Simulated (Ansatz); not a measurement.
Geometry optimisation, RKS revPBE-D4/def2-SVP in Ansatz.

Input file:

```yaml
crystal:
  periodic: [false, false, false]
  atoms:
    - { symbol: C, position_ang: [-1.31876, -0.26064, -0.4445] }
    - { symbol: Si, position_ang: [0.248, 0.27462, 0.01133] }
    - { symbol: I, position_ang: [1.57755, -1.7405, 1.18573] }
    - { symbol: H, position_ang: [-1.91454, 0.53839, -0.93692] }
    - { symbol: H, position_ang: [1.40775, 1.18812, 0.18436] }
total_charge: -1
basis:
  gaussian: { orbitals: def2-SVP }
hamiltonian:
  xc: revpbe
  dispersion: d4
relax:
  f_tol: 0.015
  max_steps: 40
```

Command:

```bash
$ ansatz run input.yaml --threads 1 --pin off --max-ram 2048MiB --backend cpu --events-out ev --progress --plain --runs-dir out
```

Q: Where does it end, and by what steps?

A: It converged. Limits of this set-up: an anion without diffuse functions, the dipole of an ion depends on the origin. After 7 steps the energy has fallen by 0.084 eV; H4 moved furthest, 0.17 Å.

| step | energy less start (eV) | largest force component (eV/Å) | accepted |
| --- | --- | --- | --- |
| 0 | 0.0000 | 1.100 | yes |
| 1 | -0.0521 | 0.344 | yes |
| 2 | -0.0734 | 0.117 | yes |
| 3 | -0.0785 | 0.110 | yes |
| 4 | -0.0786 | 0.135 | yes |
| 5 | -0.0829 | 0.062 | yes |
| 6 | -0.0839 | 0.024 | yes |
| 7 | -0.0841 | 0.008 | yes |

```xyz
5
Properties=species:S:1:pos:R:3
C -1.372 -0.292 -0.456
Si 0.229 0.135 0.049
I 1.624 -1.721 1.198
H -1.791 0.650 -0.923
H 1.310 1.229 0.132
```

Whether the end is a true minimum wasn't checked by a vibrational analysis.

Run time: 18 s on 1 thread of Arm Neoverse V1, on a shared host, peak memory 0.13 GiB.
